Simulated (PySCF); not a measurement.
A PySCF script (with the pyscf-properties extension) for the NMR shieldings of SMILES CC#C[SiH]1NCCN1, C₅H₁₀N₂Si, on a GFN2-xTB geometry:

```python
import basis_set_exchange as bse
import numpy as np
from pyscf import gto, dft
from pyscf.prop import nmr

atoms = """
C     3.166218    1.926318   -1.550471
C     2.232346    1.068819   -0.853159
C     1.450212    0.366978   -0.264495
Si    0.302757   -0.789652    0.609857
N    -0.896420    0.147419    1.418852
C    -2.218153   -0.398683    1.211315
C    -2.192259   -1.037138   -0.176804
N    -0.882752   -1.634509   -0.313862
H     3.392208    2.803172   -0.943830
H     2.739087    2.252870   -2.498591
H     4.091482    1.384678   -1.747102
H     1.058028   -1.789063    1.374356
H    -0.761977    0.565767    2.323385
H    -2.467848   -1.161758    1.962890
H    -2.972586    0.393452    1.263903
H    -2.972891   -1.800016   -0.271963
H    -2.370687   -0.266013   -0.939661
H    -0.705523   -2.026323   -1.222941
"""
names = dict.fromkeys(["C", "Si", "N", "H"], "pcSseg-1")
basis = {el: gto.basis.parse(bse.get_basis(n, elements=[el], fmt="nwchem")) for el, n in names.items()}
mol = gto.M(atom=atoms, basis=basis, charge=0, verbose=0)
mf = dft.RKS(mol, xc="PBE0")
mf.grids.level = 2
mf.grids.alignment = dft.numint.BLKSIZE   # the property module wants whole blocks of grid points
mf.conv_tol = 1e-9
mf.kernel()

calc = nmr.RKS(mf)   # GIAO
C = mf.mo_coeff
Co = C[:, mf.mo_occ > 0]
resp = mf.gen_response(singlet=True, hermi=2)
def vind(x):   # induced exchange potential for any number of trial vectors
    d = np.einsum("pi,xij,qj->xpq", C, 2 * x.reshape(-1, C.shape[1], Co.shape[1]), Co, optimize=True)
    return np.einsum("xpq,pi,qj->xij", resp(d - d.transpose(0, 2, 1)), C, Co, optimize=True).ravel()
mo1, _ = nmr.rhf.solve_mo1(calc, with_cphf=vind)
sigma = calc.kernel(mo1)
for i, s in enumerate(sigma):   # ppm
    print("%2d %-2s %9.2f" % (i, mol.atom_pure_symbol(i), np.trace(s) / 3))
```

Task: What does it print?

Result: 
```
 0 C     181.16
 1 C      78.89
 2 C      97.97
 3 Si    391.56
 4 N     236.94
 5 C     139.54
 6 C     139.63
 7 N     237.08
 8 H      29.69
 9 H      29.72
10 H      29.69
11 H      26.54
12 H      31.44
13 H      28.36
14 H      28.34
15 H      28.42
16 H      28.21
17 H      31.54
```

These numbers come from an equivalent density-fitted implementation of the same equations, which agrees with the script to about 0.01 ppm for H and up to a few tenths of a ppm for heavy atoms, so last digits may differ.

Task: Turn these shieldings into chemical shifts. References, each an isolated molecule treated in the same way: $^{13}$C (σ = 186.93 ppm), $^{29}$Si (σ = 349.16 ppm), $^{1}$H (σ = 31.72 ppm) against TMS; $^{15}$N (σ = 267.73 ppm) vs NH3.

Result: Averaging equivalent atoms: C 1: 108.0; C 2: 89.0; C 5/6: 47.3; C 0: 5.8; Si 3: -42.4; N 4/7: 30.7; H 11: 5.17; H 14/16: 3.44; H 13/15: 3.33; H 8/9/10: 2.02; H 12/17: 0.23 ppm. Experimental scales use liquid or dissolved standards, which lie at an offset from isolated NH3 (liquid NH3: subtract about 20 ppm).

Size and cost of the density-fitted run: 193 basis functions, 28 s wall time on 1 thread of an Arm Neoverse V1, shared host; peak memory 0.85 GiB.
